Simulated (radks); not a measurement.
Species: the neodymium ion Nd4+. Configuration: [Xe] 5d2 (not the ground configuration).

Calculated with a radial shooting solver on a logarithmic mesh with Libxc functionals: scalar-relativistic Kohn-Sham, LDA (Slater exchange, Perdew-Zunger correlation), spin-unpolarised, spherical densities, finite nucleus; Fermi nuclear charge, rms radius 4.9123 fm.

Energy parts (hartree):
total: -9612.1877
kinetic: 10227.7468
electron-nucleus: -23211.0774
Hartree: 3583.5238
exchange-correlation: -212.3809

Orbitals (lengths in bohr, moments of r in powers of bohr; r(90%) holds 90 % of the orbital's charge):
orbital	occ.	eigenvalue (hartree)	r(90%)
1s	2	-1595.786	0.0427
2s	2	-260.3975	0.156
2p	6	-233.1753	0.145
3s	2	-58.73715	0.391
3p	6	-50.15009	0.396
3d	10	-38.18923	0.378
4s	2	-13.76533	0.862
4p	6	-10.91245	0.919
4d	10	-6.84418	1.02
4f	0	-2.43653	1.32
5s	2	-3.35363	1.91
5p	6	-2.54566	2.16
5d	2	-1.48755	2.81
6s	0	-1.19334	4.01
6p	0	-0.96081	4.57
6d	0	-0.65052	5.93

The highest occupied level is 5d at -40.478 eV. The configuration is held as typed, so some empty levels lie below it. The electron density at the nucleus is 4.706e+05 e/bohr^3 (large components only).
